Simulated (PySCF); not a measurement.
## Orbital picture of NaTe⁻

RHF at R = 2.732 Å; Na def2-SVPD, Te def2-SVPD with ECP28; scalar-relativistic core potentials (PySCF 2.14). State: ¹Σ⁺ (singlet), closed shell. Only the outer orbitals are listed, counted within each symmetry, core potentials removing the inner ones.

| orbital | occ. | ε (eV) | on Na (%) | main shells (%) |
| --- | --- | --- | --- | --- |
| 3π | 2 | -37.41 | 100 | 100 Na p |
| 3π | 2 | -37.41 | 100 | 100 Na p |
| 6σ | 2 | -37.40 | 100 | 100 Na p |
| 7σ | 2 | -13.10 | 2 | 98 Te s |
| 8σ | 2 | -2.01 | 17 | 82 Te p, 17 Na s |
| 4π | 2 | -1.54 | 5 | 95 Te p |
| 4π | 2 | -1.54 | 5 | 95 Te p |
| 9σ | 0 | 2.64 | 96 | 66 Na p, 30 Na s |

Problem. Which are the highest filled and the lowest empty level, where do they sit, and how wide is the gap?

Solution. Highest filled 4π at -1.54 eV (in %: 95 Te p); lowest empty 9σ at 2.64 eV (in %: 66 Na p, 30 Na s); the gap at RHF is 4.18 eV. An empty level above zero is unbound, and its energy depends on the basis.

```json
{
  "bond order (Mayer)": "1.03",
  "⟨S²⟩": "0.000",
  "charge on Na (Mulliken, basis-dependent)": "0.41",
  "charge on Na (Löwdin, basis-dependent)": "0.02",
  "dipole moment (positive dipole points towards Te; it is taken about the centre of mass and depends on that origin)": "-7.26 D",
  "polarisability along the bond": "263.6 bohr³",
  "polarisability across the bond": "157.5 bohr³"
}
```

Spin–orbit coupling is left out.
